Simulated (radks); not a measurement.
Results of a calculation; reference values are marked as such.
Ionisation of In+, [Kr] 4d10 5s2, to In2+, [Kr] 4d10 5s1, under several functionals. Dirac Kohn-Sham, spin-unpolarised, spherical densities, finite nucleus; a radial shooting solver on a logarithmic mesh with Libxc functionals.

functional,E(In+) (hartree),Exc (hartree),IE (eV),-e(HOMO) (eV),<r> HOMO (bohr),IE error (eV)
OLYP,-5885.21458,-162.21435,18.841,14.560,2.495,-0.030
Wu-Cohen GGA,-5882.14193,-159.00488,19.297,15.008,2.465,+0.427
RPBE,-5883.20023,-160.08138,19.056,14.774,2.491,+0.186
PBE,-5882.87470,-159.74783,19.235,14.923,2.483,+0.365
B86b exchange with PBE correlation,-5883.56481,-160.44723,19.272,14.958,2.480,+0.402
revPBE,-5883.10894,-159.98833,19.085,14.802,2.485,+0.214
BLYP,-5883.49003,-160.35995,19.322,14.951,2.487,+0.452
HCTH/407,-5886.63888,-163.72313,19.193,14.916,2.489,+0.322
BP86,-5883.96000,-160.84329,19.440,15.134,2.471,+0.570
"LDA (Slater exchange, Perdew-Zunger correlation)",-5877.67386,-154.47269,19.660,15.305,2.465,+0.790
SOGGA,-5879.83492,-156.66786,19.130,14.843,2.474,+0.260

NIST Atomic Spectra Database: 18.870 eV (measured). Closest: OLYP. The Delta-SCF values span 0.82 eV, the total energies 8.97 hartree. The highest occupied level is 5s1/2. Spin polarisation and multiplet splitting are left out, so open shells lie too high by an amount that depends on their filling.

Beside tabulated values, note that spin-unpolarised runs miss the spin-polarisation part of the exchange energy of open shells.
